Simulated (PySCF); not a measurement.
## Calculated NMR parameters of C=C[C@@H]1[SiH2]/C(=C\C)[C@@H]1F

| Quantity | Value |
| --- | --- |
| Formula | C7H11FSi |
| SMILES | C=C[C@@H]1[SiH2]/C(=C\C)[C@@H]1F |
| InChI | InChI=1S/C7H11FSi/c1-3-5-7(8)6(4-2)9-5/h3-5,7H,1,9H2,2H3/b6-4-/t5-,7+/m0/s1 |
| Point group of the computed structure | C1 |
| Degrees of unsaturation | 3 |
| Carbon signals | 7 |
| Proton signals | 9 |

Bonds (- single, = double, # triple, : aromatic): C1=C2, C2-C3, C3-Si4, Si4-C5, C5=C6, C6-C7, C5-C8, C8-F9, C8-C3. C1 carries H10, H11; C2 carries H12; C3 carries H13; Si4 carries H14, H15; C6 carries H16; C7 carries H17, H18, H19; C8 carries H20. Stereochemistry as in C=C[C@@H]1[SiH2]/C(=C\C)[C@@H]1F. H15 is cis to C2 on the ring; H10 is cis to C3; H14 is trans to C2 on the ring; H11 is trans to C3.

[PySCF 2.14.0 with density-fitted response routines: σ from GIAO-PBE0/pcSseg-1; GFN2-xTB structure; equivalent nuclei averaged; relativity neglected; isolated molecule; one computed conformer]

Referencing at the same level of theory: TMS for 1H (31.72 ppm), 13C (186.93 ppm), 29Si (349.16 ppm); 19F (170.95 ppm) against CFCl3.

| carbon | δC, type | δH (multiplicity) | HMBC from (2–3 bonds) | span of the C tensor (ppm) |
| --- | --- | --- | --- | --- |
| C1 | 117.3, CH2 | H10 5.28 (m); H11 5.24 (m) | H12, H13 | 198 |
| C2 | 143.8, CH | 6.49 (m) | H20, H10, H11, H14, H15, H13 | 248 |
| C3 | 41.3, CH | 3.01 (m) | H12, H20, H10, H11, H14, H15 | 33 |
| C5 | 146.7, C | – | H16, H20, H14, H15, H13, H17/H18/H19 | 166 |
| C6 | 152.2, CH | 7.06 (m) | H20, H14, H15, H17/H18/H19 | 251 |
| C7 | 24.2, CH3 | 1.95 (d) | H16 | 35 |
| C8 | 93.7, CH | 5.55 (m) | H16, H12, H14, H15, H13 | 69 |

Other nuclei:
```json
{"atoms": "H14", "nucleus": "1H", "environment": "hydrogen on a silicon bonded to 2 C, in a 4-membered ring", "δ (ppm)": "4.77", "σ (ppm)": "26.95"}
{"atoms": "H15", "nucleus": "1H", "environment": "hydrogen on a silicon bonded to 2 C, in a 4-membered ring", "δ (ppm)": "4.56", "σ (ppm)": "27.15"}
{"atoms": "F9", "nucleus": "19F", "environment": "fluorine on an sp3 carbon", "δ (ppm)": "-186.4", "σ (ppm)": "357.3"}
{"atoms": "Si4", "nucleus": "29Si", "environment": "silicon bonded to 2 C, 2 H, in a 4-membered ring", "δ (ppm)": "-57.1", "σ (ppm)": "406.3"}
```

- Carbon types of the structure: 1 × C, 4 × CH, 1 × CH2, 1 × CH3, leaving 2 H on heteroatoms.
- δC 152.2, 143.8: alkene CH; the olefinic region.
- δC 146.7: fully substituted alkene carbon; an sp2 carbon of a C=C bond.
- δC 117.3: terminal =CH2 carbon; an sp2 carbon of a C=C bond.
- δC 93.7: allylic sp3 CH bonded to F; pulled downfield by the heteroatom.
- δH 5.28, 5.24: hydrogen on a terminal =CH2 carbon; attached to an sp2 carbon and in the plane of the double bond.

Splittings by 19F in the carbon and heteronuclear signals aren't shown, as no couplings were computed. Shifts are as computed. Against solution values, carbons near 30 ppm lie about +3 ppm off and those near 130 ppm about +5 ppm. Of 1309 compounds with measured shifts, 239 miss one by over three times the rms of a fit or turn the order of signals round; such compounds aren't used in these exercises. Unscaled 19F shifts against computed CFCl3 carry errors that often reach 10 to 50 ppm. Multiplicities follow the n + 1 count of equivalent neighbours, as no J values were calculated; m marks all less simple cases, F and P coupling included.
